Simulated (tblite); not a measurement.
Species: C₈H₁₅P.
Geometry (GFN2-xTB, Å), atoms numbered from 1 in this order:
```
atom  x, y, z in Å
C1    -3.3906   -0.7741    0.1759
C2    -2.2751   -1.0756    0.8169
C3    -0.9415   -1.1809    0.1723
P4     0.1826    0.2063    0.7723
C5     1.5177   -0.0825   -0.4376
C6     2.5596   -0.8709   -0.2068
C7     2.7804   -1.6371    1.0505
C8    -0.6709    1.6022   -0.1154
C9     0.0820    2.9131    0.0664
H10   -3.4032   -0.6044   -0.8887
H11   -4.3370   -0.6924    0.6823
H12   -2.2878   -1.2395    1.8870
H13   -1.0186   -1.1379   -0.9173
H14   -0.4473   -2.1133    0.4597
H15    1.4318    0.4453   -1.3815
H16    3.3183   -0.9996   -0.9713
H17    2.7023   -2.7078    0.8587
H18    3.7776   -1.4428    1.4435
H19    2.0388   -1.3567    1.7969
H20   -1.6754    1.6858    0.3094
H21   -0.7718    1.3568   -1.1777
H22    0.1636    3.1583    1.1233
H23   -0.4360    3.7271   -0.4381
H24    1.0890    2.8403   -0.3414
```

Method: GFN2-xTB as coded in tblite; computed harmonic values from a numerical Hessian at the method's own geometry, unscaled. This tight-binding method is rough: wavenumbers can miss measured ones by several per cent, in bad cases by 10 to 20. One conformer, not necessarily the lowest.

Harmonic wavenumbers (cm⁻¹): 27.0, 51.2, 71.2, 90.0, 128.1, 156.1, 161.2, 167.7, 207.5, 248.6, 291.0, 324.7, 382.7, 421.6, 522.8, 586.9, 682.6, 699.6, 726.0, 754.8, 784.7, 832.6, 887.8, 906.6, 951.3, 978.1, 994.2, 1012.0, 1016.6, 1037.6, 1052.3, 1068.7, 1078.6, 1163.3, 1182.6, 1212.8, 1224.3, 1255.6, 1288.9, 1308.2, 1395.2, 1408.1, 1411.3, 1435.8, 1451.3, 1463.9, 1473.3, 1498.1, 1501.8, 1679.0, 1706.7, 2916.5, 2938.5, 2942.5, 2951.0, 2991.1, 2999.5, 3013.4, 3014.3, 3014.7, 3019.6, 3029.6, 3031.9, 3053.1, 3096.0, 3125.4.

A = 1606, B = 931.2, C = 653.6 MHz; mass 142.091 u (most abundant isotopes); point group C1, symmetry number 1.

What is the zero-point energy?

½Σν̃ = 44750 cm⁻¹ = 127.95 kcal/mol.

What is S at 298.15 K and 1 bar for an ideal gas of classical rigid rotors and harmonic oscillators?

Translation 40.79, rotation 30.18, vibration 41.74: S = 112.7 cal/(mol K).

And Cp and H(298.15 K) − H(0)?

Cp = 46.41 cal/(mol K), of which vibrations give 38.47 (their classical limit is 66 R = 131.2); H(298.15 K) − H(0) = 8.54 kcal/mol without the zero-point energy, 6.17 from vibrations.

Which modes carry the vibrational entropy at 298.15 K?

27.0 cm⁻¹: 6.04; 51.2 cm⁻¹: 4.77; 71.2 cm⁻¹: 4.12; 90.0 cm⁻¹: 3.66; 128.1 cm⁻¹: 2.97; 156.1 cm⁻¹: 2.60 cal/(mol K); the other 60 give 17.58 together.

Blend soft modes into free rotors: weight 1/[1 + (100 cm⁻¹/ν̃)⁴] for the oscillator and the rest for a rotor with moment μB/(μ + B), μ = h/(8π²ν), B = 10⁻⁴⁴ kg m². What vibrational entropy results?

37.39 cal/(mol K) in place of 41.74, which changes −T·S at 298.15 K by +1.29 kcal/mol.

Hindered rotation and anharmonicity are outside this model. Other conformers, if any are populated, would add a mixing term that is left out. The structure is chiral; the term R ln 2 for an equal mix with its mirror image is left out.

On an Arm Neoverse N1 with one thread, shared host with 64 logical CPUs at a one-minute load of 58, this took 2.0 s of wall time. This covers the Hessian and the dipole derivatives.
